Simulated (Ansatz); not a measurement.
Species: CrO$_{3}$ (charge 0, singlet). 
Structure (B3LYP-D3(BJ)/def2-TZVP (Ansatz, a quantum-chemistry and plane-wave program) minimum search):
```
Cr
O 1 1.5765
O 1 1.5765 2 115.49
O 1 1.5765 2 115.49 3 -139.07
```
Charge 0, spin multiplicity 1.

Basis-set convergence of Hartree-Fock and CCSD(T) correlation energies (hartree) with Ansatz. Correlated levels leave the core frozen unless marked. Spin-orbit coupling is left out. The frozen core is the preceding noble-gas configuration, with the filled d and f shells of earlier blocks. No relativistic terms.

The Hartree-Fock reference is unstable (checked in the largest basis), which strains HF and MP2. The T1 diagnostic of CCSD in the largest basis is 0.051, which is high, so the coupled-cluster rows are less sure than usual.

```json
[
 {"basis": "def2-SVPD", "functions": "103", "E(HF)": "-1267.22816", "E(corr, CCSD(T))": "-1.04599", "rough core time": "90 s"},
 {"basis": "def2-TZVPPD", "functions": "187", "E(HF)": "[?]", "E(corr, CCSD(T))": "[?]", "rough core time": "6 min"}
]
```

Task: Complete the blanks.

Result: 
- def2-TZVPPD, E(HF): -1267.66650
- def2-TZVPPD, E(corr, CCSD(T)): -1.20494
